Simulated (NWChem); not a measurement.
# C$_{2}$H$_{7}$BS; SMILES CB(C)S

```xyz
11

B      0.0086    -0.3889    -0.0061
C      1.4117    -1.1036     0.0017
H      1.5417    -1.6387    -0.9562
H      1.4445    -1.8810     0.7838
H      2.2760    -0.4372     0.1345
C     -1.3284    -1.2186    -0.0018
H     -1.2675    -2.0720    -0.6974
H     -2.2397    -0.6459    -0.2266
H     -1.4536    -1.6622     1.0031
S      0.0287     1.4109     0.0016
H     -1.3029     1.6407    -0.0353
```
Atoms are numbered in this order, from 1.

All runs: NWChem. Medium grid unless said otherwise, to which SCAN and Minnesota functionals are sensitive. All runs use the structure optimised with PBE0/def2-SVP. Hybrids' shares of exact exchange are those that their runs print; pure functionals count as 0. The functionals differ in more than this share.

```csv
row,share of exact exchange,highest occupied level (eV)
PBE/def2-SVP,0.00,-6.50
TPSSh/def2-SVP,0.10,-7.12
B3LYP/def2-SVP,0.20,withheld
PBE0/def2-SVP,0.25,-7.72
r2SCAN0/def2-SVP,0.25,-7.92
PW6B95/def2-SVP,0.28,-7.77
```

Problem. Fit a straight line of the last column on the one before it, predict the withheld value, and compare with the run.

Solution. 
1. Means of the 5 shown rows: x = 0.176, y = -7.406. Slope Σ(x − x̄)(y − ȳ)/Σ(x − x̄)² = -0.2803/0.05852 = -4.790; intercept -6.563.
2. The shown rows scatter about the line by 0.105 (root mean square); the largest residual is -0.16, at r2SCAN0/def2-SVP.
3. At x = 0.20 (B3LYP/def2-SVP; inside the shown range) the line gives -7.52.
4. The run gives -7.41, +0.11 from the line, 1.0 times the scatter.
